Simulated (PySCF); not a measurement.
B(F)(SeH)2 (BFH2Se2), SMILES B([SeH])(F)[SeH]. The structure is a stationary point at PBE-D3(BJ)/def2-SVP. This is a generated structure with no PubChem entry under its InChIKey; it may be hypothetical. One conformer was computed; it need not be the lowest.

Computed with PBE-D3(BJ)/def2-SVP in PySCF.

Harmonic wavenumbers (cm⁻¹): 139, 226, 265, 321, 372, 448, 648, 711, 890, 1265, 2357, 2366. Rotational constants (GHz): 5.213, 1.070, 0.8881; symmetry number 1.

Problem. Work out the zero-point energy and the ideal-gas rigid-rotor harmonic-oscillator thermochemistry at 298.15 K and 1 atm.

Solution. ZPE = ½ Σ hcν = ½ × 10007 cm⁻¹ = 14.31 kcal/mol. H − E(el) = 18.53 kcal/mol. Entropy in cal/(mol K): translation 41.63, rotation 28.56, vibration 10.38, total 80.57. G − E(el) = -5.49 kcal/mol. Cp = 20.36 cal/(mol K). Modes under 150 cm⁻¹ make the vibrational entropy uncertain.
